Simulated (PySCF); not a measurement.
**O²⁺ (oxygen, charge +2): UHF calculation**

Configuration: [He] 2s2 2p2, high-spin 3P determinant. Computed with PySCF 2.14 in cc-pVTZ (4s3p2d1f, 30 functions), with no relativity, point nucleus.

- Total energy: -73.100027 hartree
- One-electron energy: -92.6175 hartree
- Hartree (Coulomb) energy: 26.8569 hartree
- Exchange energy: -7.3394 hartree
- Kinetic energy: 73.10315 hartree
- ⟨S²⟩: 2.0048
- ⟨L²⟩: 2.008
- Sum of ⟨r⟩: 4.438 bohr
- Sum of ⟨r²⟩: 5.066 bohr²
- Traceless quadrupole moment −½Σ⟨3z² − r²⟩ along its main axis: 0.481 e·bohr²
- Density at the nucleus (Gaussians lack the cusp): 304 bohr⁻³
- Spin density at the nucleus: 0.0822 bohr⁻³
- Langevin diamagnetic susceptibility: -4.01 ×10⁻⁶ cm³/mol
- Time after the integrals: 0.06 s of wall time on 1 thread of Neoverse-V2 (shared host)

```tsv
shell	electrons	mean orbital energy (hartree)	rms radius, mean of both spins (bohr)
1s α	1	-22.31266	0.230
1s β	1	-22.20683	0.230
2s α	1	-2.67354	1.13
2s β	1	-2.29187	1.13
2p α	2	-2.04882	1.10
```
